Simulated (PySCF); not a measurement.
**C8H11: g tensor and hyperfine couplings**

Species: C8H11 (doublet state).
Z-matrix (Å and degrees, PBE0-D3(BJ)/def2-SVP geometry), rows numbered from 1:
```
C 
C   1  1.5266
C   2  1.5051  1  114.06
C   3  1.3410  2  121.15  1  -112.08
C   4  1.5089  3  124.79  2   179.91
C   5  1.4716  4  109.51  3     0.19
C   6  1.3173  5  129.65  4     0.12
C   3  1.5072  2  116.31  1    67.94
H   1  1.1011  2  110.85  3    58.48
H   1  1.1007  2  110.96  3   178.40
H   1  1.1009  2  112.07  3   -61.74
H   2  1.1016  1  109.41  3  -122.29
H   2  1.1056  1  109.05  3   121.86
H   4  1.0966  3  118.85  2    -0.39
H   5  1.1065  4  110.21  3  -122.21
H   5  1.1066  4  110.08  3   122.34
H   7  1.0961  6  122.13  5   179.82
H   8  1.1077  3  109.07  2    56.66
H   8  1.1065  3  109.78  2   -57.33
```

The hyperfine couplings belong to this conformer and change with its torsions.

The species is `CCC1=CC[C]=CC1` [radical].

Theory: UKS B3LYP, IGLO-III on C, pcH-1 on H, non-relativistic, mean-field spin-orbit, GIAO (PySCF 2.14.0). Isolated species at its PBE0-D3(BJ)/def2-SVP geometry (one conformer only). Stability of the SCF solution: not tested.

```json
{
 "g1, g2, g3": "2.00156, 2.00213, 2.00314",
 "g_iso": "2.00227",
 "Form of g": "rhombic: the two nearest values differ by 37 % of g3 − g1",
 "⟨S²⟩": "0.7592 (exact 0.7500)",
 "α and β electrons": "30, 29",
 "HOMO–LUMO gap, α and β orbitals": "6.19, 4.31 eV",
 "Total energy": "-311.48588 Eh"
}
```

Hyperfine couplings atom by atom, in mT; T1 to T3 are the principal values of the dipolar part (MHz turned into mT with g_iso):

| atom | isotope | a_iso | T1 | T2 | T3 | Mulliken spin population |
| --- | --- | --- | --- | --- | --- | --- |
| C1 | 13C | -0.02 | -0.01 | 0.00 | 0.01 | 0.00 |
| C2 | 13C | 0.24 | -0.02 | -0.01 | 0.03 | 0.00 |
| C3 | 13C | -0.17 | -0.07 | 0.00 | 0.07 | -0.02 |
| C4 | 13C | 1.60 | -0.21 | -0.16 | 0.36 | 0.06 |
| C5 | 13C | 0.89 | -0.24 | -0.21 | 0.45 | -0.01 |
| C6 | 13C | 12.49 | -2.76 | -1.99 | 4.75 | 0.98 |
| C7 | 13C | 0.26 | -0.72 | 0.06 | 0.66 | -0.14 |
| C8 | 13C | 1.81 | -0.26 | -0.23 | 0.49 | 0.07 |
| H9 | 1H | 0.00 | -0.02 | -0.02 | 0.04 | 0.00 |
| H10 | 1H | -0.01 | -0.01 | -0.01 | 0.02 | 0.00 |
| H11 | 1H | 0.00 | -0.02 | -0.02 | 0.04 | 0.00 |
| H12 | 1H | -0.01 | -0.04 | -0.02 | 0.06 | 0.00 |
| H13 | 1H | -0.03 | -0.03 | -0.02 | 0.05 | 0.00 |
| H14 | 1H | 0.80 | -0.12 | -0.06 | 0.18 | 0.01 |
| H15 | 1H | 0.64 | -0.25 | -0.18 | 0.43 | 0.01 |
| H16 | 1H | 0.62 | -0.25 | -0.18 | 0.43 | 0.01 |
| H17 | 1H | 2.86 | -0.22 | -0.20 | 0.43 | 0.03 |
| H18 | 1H | -0.27 | -0.14 | -0.05 | 0.19 | 0.00 |
| H19 | 1H | -0.28 | -0.14 | -0.05 | 0.19 | 0.00 |

The largest Mulliken spin populations are on C6 (+0.98), C7 (-0.14) and C8 (+0.07). No atom but C6 exceeds +0.15.

Axes: g2 points within 1° of the C7–C8 bond.

Under fast tumbling the dipolar parts average out, and these isotropic splittings remain: 1 × 1H (H17, I = 1/2, 2 lines) with 2.86 mT, 1 × 1H (H14, I = 1/2, 2 lines) with 0.80 mT, 2 × 1H (H15/H16, I = 1/2, 3 lines) with 0.63 mT and 2 × 1H (H18/H19, I = 1/2, 3 lines) with 0.28 mT.

Means are taken over nuclei equivalent by connectivity, which assumes that they swap fast.

The 13C coupling of C6 (350.1 MHz) shows only in satellite lines or after enrichment, since that isotope makes up about 1.07 % of natural carbon.

β density exceeds α density at some nuclei, such as C3 (-0.0044) and H18/H19 (-0.0017), spin density in bohr⁻³. In a single determinant that takes different orbitals for the two spins, that is spin polarisation.

The run took 2.9 min of wall time on one thread of an x86-64 server, no GPU, on a shared host.
